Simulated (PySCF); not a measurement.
# Spin–spin coupling constants

Molfile (atoms numbered from 1):
```
C2H8Ge3
     RDKit          3D

 13 12  0  0  0  0  0  0  0  0999 V2000
   -1.2301    0.0462    2.7607 C   0  0  0  0  0  0  0  0  0  0  0  0
   -1.4638   -0.1696    1.5862 C   0  0  0  0  0  0  0  0  0  0  0  0
   -1.7315   -0.4539   -0.2773 Ge  0  0  0  0  0  4  0  0  0  0  0  0
    0.1098    0.6331   -1.4182 Ge  0  0  0  0  0  4  0  0  0  0  0  0
    2.1993   -0.0950   -0.4300 Ge  0  0  0  0  0  4  0  0  0  0  0  0
   -1.0326    0.2324    3.8015 H   0  0  0  0  0  0  0  0  0  0  0  0
   -3.1046    0.1218   -0.6653 H   0  0  0  0  0  0  0  0  0  0  0  0
   -1.7247   -1.9715   -0.5332 H   0  0  0  0  0  0  0  0  0  0  0  0
    0.0695    0.2734   -2.9180 H   0  0  0  0  0  0  0  0  0  0  0  0
   -0.0461    2.1606   -1.2852 H   0  0  0  0  0  0  0  0  0  0  0  0
    3.3942    0.6091   -1.1002 H   0  0  0  0  0  0  0  0  0  0  0  0
    2.3544   -1.6161   -0.6146 H   0  0  0  0  0  0  0  0  0  0  0  0
    2.2039    0.2290    1.0737 H   0  0  0  0  0  0  0  0  0  0  0  0
  1  2  3  0
  2  3  1  0
  3  4  1  0
  4  5  1  0
  1  6  1  0
  3  7  1  0
  3  8  1  0
  4  9  1  0
  4 10  1  0
  5 11  1  0
  5 12  1  0
  5 13  1  0
M  END
```

Couplings: B3LYP/pcJ-1 (pcSseg-1 on Ge) (without the spin–dipole term) in PySCF 2.14, geometry PBE0-D3(BJ)/def2-SVP; gas phase, one conformer, non-relativistic. Couplings are averaged over pairs made equivalent by symmetry, fast rotation or ring inversion, so a value needn't be that of the named pair in this geometry, while other rotamers aren't included; one pair stands for each set, and the list holds those of at least 1.5 Hz over up to four bonds.

Isotopes: $^{13}$C, $^{1}$H.

```
    pair  bonds  J (Hz)
  C1, C2      1       ?
  C1, H6      1       ?
  C2, H6      2    45.7
  C2, H7      2     7.3
  H7, H8      2    11.1
 H9, H10      2       ?
H11, H12      2       ?
  C1, H7      3     5.0
  C2, H9      3     4.8
  H7, H9      3     5.7
 H9, H11      3     3.8
  H6, H7      4    -2.5
```

Estimate the withheld couplings, with signs.

Answers


- $^{1}J$(C1,C2) = 161.7 Hz (bond length 1.217 Å)
- $^{1}J$(C1,H6) = 263.2 Hz (bond length 1.076 Å, sp carbon)
- $^{2}J$(H9,H10) = 6.0 Hz (angle at Ge4 108°)
- $^{2}J$(H11,H12) = 7.1 Hz

Relativistic effects of the heavier atoms present are left out.
